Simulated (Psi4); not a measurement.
Noncovalent pair: HCl (SMILES Cl) (first 2 atoms) with GeH4 (SMILES [GeH4]); geometry from B3LYP-D3(BJ)/def2-TZVP, rigid monomers moved along the line of their centres of mass till H2···H5 is 2.82 Å.
(charge 0, multiplicity 1):
```xyz
7

Cl    -0.442     0.893    -0.641
H     -0.268     0.015     0.281
Ge     0.090    -0.238     4.110
H      0.250    -1.159     5.326
H      0.090    -1.110     2.837
H      1.262     0.748     4.031
H     -1.239     0.522     4.188
```

Computed with Psi4 with SAPT0/aug-cc-pVDZ.

Question: Give the four SAPT terms and the total, and say what mostly holds the pair together.

Answer: electrostatics -0.17, exchange 0.22, induction -0.15, dispersion -0.49, total -0.58 kcal/mol; the largest attraction is dispersion.
